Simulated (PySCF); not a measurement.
Gas-phase reaction: GeCl₂ + 3 GeF₄ = 2 Cl + 4 GeF₃

Method: PySCF energies plus ideal-gas RRHO corrections (1 bar). † marks an energy on the PBE0/def2-TZVP geometry and frequencies; other levels use their own. MP2 freezes the core. 6-31G* has spherical d functions here. Open shells (unrestricted): Cl (multiplicity 2), GeF₃ (multiplicity 2); the rest are closed-shell singlets. Spin-orbit splitting is ignored; it lowers the true energy and changes the entropy of Cl. Ge: all electrons, no relativistic terms. GeF₃: computed as isolated molecules; such fragments, hydroxides, amides, oligomers or adducts are transient or little studied in the gas. MP2 isn't extrapolated to the basis-set limit.

HF/6-31G* gives ΔH°(298 K) = 756 kJ.

**Question.** What do MP2/def2-SVP†, M06-2X/def2-TZVP†, PBE0/def2-SVP† give?

**Answer.** MP2/def2-SVP†: 1008 kJ; M06-2X/def2-TZVP†: 1023 kJ; PBE0/def2-SVP†: 990 kJ. For scale, ΔH°(298 K) is 756 kJ at this level, 1016 kJ at ωB97M-V/def2-TZVP†, and runs from 718 to 1106 kJ over the 20 levels computed († marks an energy on the PBE0/def2-TZVP geometry).
